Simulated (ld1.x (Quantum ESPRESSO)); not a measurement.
# lead (Pb): excitation energies, all-electron against TM

- Element: Pb
- Generator: ld1.x (Quantum ESPRESSO) 7.5
- Type: norm-conserving Troullier–Martins (Kleinman–Bylander form)
- Functional: LDA (PZ)
- Relativity: scalar-relativistic
- Frozen core: [Xe] 4f14 5d10
- Valence charge: 4
- Reference configuration: 6s2 6p2
- Partial waves: 6p (bound): rc 2.20 bohr; 6s (bound): rc 1.75 bohr
- Local potential: the s channel
- Core correction: Bessel-smoothed model core, default radius (core density twice the valence density)

Energies are relative to the spin-unpolarised reference configuration 6s2 6p2; without spin polarisation the order of configurations can differ from experiment. Spin-polarised rows fill each open shell by Hund’s rule, majority spin first.

```json
{"valence configuration": "6s2 6p1", "charge": "+1", "ΔE all-electron (eV)": "6.833", "error AE − PS (meV)": "-17"}
{"valence configuration": "6s1 6p0", "charge": "+3", "ΔE all-electron (eV)": "53.472", "error AE − PS (meV)": "-597"}
{"valence configuration": "6s1 6p3", "charge": "0", "ΔE all-electron (eV)": "8.821", "error AE − PS (meV)": "-35"}
{"valence configuration": "6s2 6p2.3", "charge": "-0.3", "ΔE all-electron (eV)": "-0.859", "error AE − PS (meV)": "+0.1"}
{"valence configuration": "6s1 6p2", "charge": "+1", "ΔE all-electron (eV)": "16.431", "error AE − PS (meV)": "-84"}
{"valence configuration": "6s2 6p2 (spin-polarised)", "charge": "0", "ΔE all-electron (eV)": "-0.452", "error AE − PS (meV)": "-3.7"}
{"valence configuration": "6s2 6p1 (spin-polarised)", "charge": "+1", "ΔE all-electron (eV)": "6.687", "error AE − PS (meV)": "-19"}
```

Question: What are ΔE and the potential's error for 6s2 6p0?

Answer: ΔE = 20.595 eV all-electron; the error (AE − PS) is -117 meV.

Question: What are ΔE and the potential's error for 6s0 6p4?

Answer: ΔE = 18.035 eV all-electron; the error (AE − PS) is -137 meV.
